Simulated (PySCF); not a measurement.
**[Bi(OCH3)]2+ at several levels of theory**

Computed with PySCF 2.14.0 (density fitting, no spin-orbit coupling) at the geometry relaxed with r2SCAN:

```xyz
6
[Bi(OCH3)]2+ (singlet)
Bi    0.0000    0.0000   -0.3528
O     0.0000    0.0000    1.5925
C     0.0000    0.0000    3.0229
H    -1.0548    0.0000    3.3574
H     0.5275   -0.9135    3.3574
H     0.5275    0.9136    3.3573
```

```json
{"level": "r2SCAN", "basis": "Bi def2-SVP with ECP60, O def2-SVP, C def2-SVP, H def2-SVP", "state": "singlet", "HOMO (eV)": "-19.00", "gap (eV)": "2.65", "charge on Bi1 (e)": "1.81", "dipole about the centre of mass (D)": "3.82", "largest force component (eV/Å)": "0.02"}
{"level": "TPSSh", "basis": "the same", "state": "singlet", "HOMO (eV)": "-19.31", "gap (eV)": "3.20", "charge on Bi1 (e)": "1.82", "dipole about the centre of mass (D)": "3.54", "largest force component (eV/Å)": "0.46"}
{"level": "BLYP", "basis": "the same", "state": "singlet", "HOMO (eV)": "-18.73", "gap (eV)": "2.39", "charge on Bi1 (e)": "1.73", "dipole about the centre of mass (D)": "4.28", "largest force component (eV/Å)": "1.07"}
{"level": "CAM-B3LYP", "basis": "the same", "state": "singlet", "HOMO (eV)": "-21.17", "gap (eV)": "6.25", "charge on Bi1 (e)": "1.86", "dipole about the centre of mass (D)": "2.77", "largest force component (eV/Å)": "1.39"}
{"level": "r2SCAN", "basis": "Bi def2-TZVP with ECP60, O def2-TZVP, C def2-TZVP, H def2-TZVP", "state": "singlet", "HOMO (eV)": "-18.97", "gap (eV)": "2.64", "charge on Bi1 (e)": "1.78", "dipole about the centre of mass (D)": "3.85", "largest force component (eV/Å)": "1.43"}
{"level": "r2SCAN", "basis": "Bi x2c-SVPall, O x2c-SVPall, C x2c-SVPall, H x2c-SVPall", "state": "singlet", "HOMO (eV)": "-19.00", "gap (eV)": "2.62", "charge on Bi1 (e)": "1.83", "dipole about the centre of mass (D)": "3.82", "largest force component (eV/Å)": "0.56"}
```

Charges are Mulliken's, which hang on the basis. The relaxation used the grid (50, 194), these runs (75, 302) or, all-electron (x2c bases, spin-free X2C Hamiltonian), (99, 590).

Question: What does BP86 with Bi def2-SVP with ECP60, O def2-SVP, C def2-SVP, H def2-SVP give here?

Answer: state singlet, HOMO (eV) -18.93, gap (eV) 2.42, charge on Bi1 (e) 1.74, dipole about the centre of mass (D) 4.29, largest force component (eV/Å) 0.70. Time: 1.6 s on 2 threads of AMD EPYC 9B45 (Zen 5), on a shared host, from an already converged density.

In the first row's basis the gap widens with exact exchange: 2.4 to 2.6 eV for BLYP, BP86, r2SCAN (none); 3.2 eV for TPSSh (a fixed share); 6.3 eV for CAM-B3LYP (rising or full at long range).

No frequency check is given that shows the relaxed geometry to be a minimum.
